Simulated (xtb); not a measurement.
(E)-1,2-dibromo-1-chloroethene (C2HBr2Cl), SMILES Br/C(=C/Br)Cl. All values are semi-empirical tight-binding results from xtb (GFN2-xTB unless named), good for trends rather than for accurate numbers. Coordinates come from a GFN2-xTB optimisation.

Optimised geometry:

```xyz
6

Cl    -1.8413    -0.2108     0.0000
C     -0.1469    -0.4509     0.0000
Br     0.4370    -2.2568     0.0000
C      0.7598     0.5200     0.0000
Br     0.3003     2.3382     0.0000
H      1.8185     0.3186     0.0000
```

Problem. Estimate the properties. (An estimate is asked for; the answer gives what the named calculation found.)

Solution. 
The point group as xtb finds it is Cs and the orbital gap is 3.67 eV. The zero-point energy is 13.9 kcal/mol. The G − E(el) at 298.15 K (modified RRHO) comes out as -6.9 kcal/mol, the static polarisability (D4 model) comes out as 78.5 bohr³ and the solvation energy, GFN2-xTB/ALPB(water) comes out as -0.6 kcal/mol. The solvation energy, GFN2-xTB/ALPB(acetonitrile) comes out as -5.4 kcal/mol.

Problem. Give the atomic charges and the Wiberg bond orders between heavy atoms. (Estimate from the structure and the level; the computed values follow.)

Solution. charges (e) Cl1 -0.08, C2 0.14, Br3 -0.08, C4 0.01, Br5 -0.09, H6 0.10. Bond orders Cl1–C2 1.04, C2–Br3 1.00, C2–C4 1.78, C4–Br5 1.03.
